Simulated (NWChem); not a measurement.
System: GeF2, singlet; SMILES [F][Ge][F]

```xyz
3

Ge     0.0000     0.0000     0.4183
F     -1.3343     0.0000    -0.7437
F      1.3343     0.0000    -0.7437
```
Atoms are numbered in this order, from 1.

Results from NWChem. Pople sets run with spherical d functions. Low-valent species are run as closed-shell singlets; no triplet was tried in these runs. Structure relaxed at the PBE-D3(BJ)/def2-SVP level. B3LYP is NWChem's, with the RPA form of VWN correlation. Vertical excitations in the gas phase.

Question: Estimate the computed values for B3LYP/6-31G*, full TDDFT. Quantities: lowest excitation, singlet (eV); oscillator strength of that lowest state; orbital gap (eV).

Answer: 
```
Property                                  Value
----------------------------------------  -----
lowest excitation, singlet (eV)            5.20
oscillator strength of that lowest state  0.090
orbital gap (eV)                           5.87
```
